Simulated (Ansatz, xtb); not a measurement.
**ClFH6Si3: where a starting geometry ends**

The starting geometry of this gas-phase singlet has its atoms placed at random.

| atom | x (Å) | y (Å) | z (Å) |
| --- | --- | --- | --- |
| Cl | -0.3277 | 0.1899 | 1.4685 |
| F | 1.0193 | 0.8487 | 1.9791 |
| Si | 0.8275 | -0.6280 | -0.2905 |
| Si | 0.5277 | 2.2753 | -0.3065 |
| Si | -0.4885 | -1.0359 | -1.8078 |
| H | 1.5967 | 0.2374 | 2.0219 |
| H | -0.4118 | 0.2230 | 0.0128 |
| H | 0.6832 | -2.2794 | -0.9477 |
| H | 1.9149 | 1.5019 | 0.1606 |
| H | 2.2708 | -0.2767 | -0.8364 |
| H | 1.4150 | 1.2630 | -0.9900 |

Q: Guess where an optimisation with r2SCAN-D4/def2-SVP ends from this start.

A: It loosens into ClH5Si3 + FH, which stay close as a complex. Distances that change by over a tenth: F2–H6 (0.84 → 0.93 Å), Si3–Si4 (2.92 → 2.61 Å), Si3–Si5 (2.05 → 2.26 Å), Si3–H7 (1.53 → 1.90 Å), Si3–H8 (1.78 → 2.41 Å), Si4–H11 (1.51 → 1.66 Å). Contacts that open: Cl1–F2 (1.58 → 2.99 Å), Cl1–Si3 (2.26 → 3.50 Å), Cl1–H7 (1.46 → 4.46 Å). Contacts that close: Cl1–Si4 (2.87 → 2.15 Å), Si3–H9 (2.43 → 1.65 Å), Si3–H11 (2.10 → 1.72 Å), Si5–H7 (2.21 → 1.63 Å), Si5–H8 (1.91 → 1.55 Å).

The energy falls by 16.47 eV over 43 steps:

```json
{"step": "1", "E − E(last) (eV)": "16.466"}
{"step": "6", "E − E(last) (eV)": "3.334"}
{"step": "10", "E − E(last) (eV)": "1.134"}
{"step": "15", "E − E(last) (eV)": "0.783"}
{"step": "20", "E − E(last) (eV)": "0.657"}
{"step": "24", "E − E(last) (eV)": "0.302"}
{"step": "29", "E − E(last) (eV)": "0.056"}
{"step": "34", "E − E(last) (eV)": "0.016"}
{"step": "38", "E − E(last) (eV)": "0.002"}
{"step": "43", "E − E(last) (eV)": "0.000"}
```

Final geometry (Å):

```xyz
11

Cl   -0.7900    2.0291    1.0167
F     1.3737    1.1782    2.8926
Si    1.0234   -0.1733   -1.0042
Si    1.2131    2.1152    0.2360
Si   -0.3872   -1.9245   -0.8343
H     0.4535    1.3094    2.7924
H     1.0803   -1.8568   -0.1222
H     0.4498   -2.2507   -2.0919
H     1.4758    0.4660    0.4467
H     2.3867   -0.0777   -1.6290
H     0.7481    1.5041   -1.2388
```

From the same start GFN2-xTB ends elsewhere, in pieces: ClHSi + H4Si2 + FH.

From so rough a start the end depends on the optimiser's path, so another program may land elsewhere. The end wasn't checked by frequencies. Run with Ansatz 0.2.0, 66 s on 2 threads of Intel(R) Xeon(R) 6975P-C (Granite Rapids), with other jobs on the host.
